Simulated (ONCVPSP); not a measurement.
# u(r) = r·R(r): atom against pseudo-atom (Cd (Z = 48))

Columns: radius, all-electron u(r) and pseudo u(r) of the 4s shell (level -105.81 eV) of cadmium in the configuration [Ar] 3d10 4s2 4p6 4d10 5s2; PBEsol, scalar-relativistic, ONCV scheme, ONCVPSP 4.0.1.

```
r (bohr)  all-electron  pseudo
   0.078        0.4361  0.1391
   0.155       -0.0237  0.2786
   0.232       -0.6210  0.4211
   0.310       -0.6344  0.5669
   0.388       -0.2440  0.7097
   0.465        0.2525  0.8411
   0.542        0.6892  0.9550
   0.620        1.0034  1.0447
   0.698        1.1819  1.1021
   0.775        1.2473  1.1241
   0.852        1.2320  1.1116
   0.930        1.1620  1.0668
   1.008        1.0610  0.9961
   1.085        0.9474  0.9083
   1.162        0.8312  0.8106
   1.240        0.7180  0.7089
   1.318        0.6134  0.6102
   1.395        0.5207  0.5198
   1.472        0.4390  0.4388
   1.550        0.3671  0.3670
   1.628        0.3056  0.3055
   1.705        0.2540  0.2539
   1.782        0.2105  0.2104
   1.860        0.1735  0.1734
   1.938        0.1426  0.1426
   2.015        0.1173  0.1173
```

How many radial nodes do the two functions have?

The all-electron 4s function has n − l − 1 = 3 (the table is too coarse to show those close to the nucleus); the pseudo-wave has 0, since the states of the same l below it are removed with the core.

At about which radius was the pseudo-wave matched?

1.55 bohr. The columns agree to 0.0005 from 1.47 bohr on; several derivatives are matched, so the curves merge somewhat inside the radius.

Is the pseudo-wave norm-conserving?

Yes: the ONCV scheme keeps the norm inside the radius equal to the all-electron one, which fixes the energy derivative of the logarithmic derivative at the level.
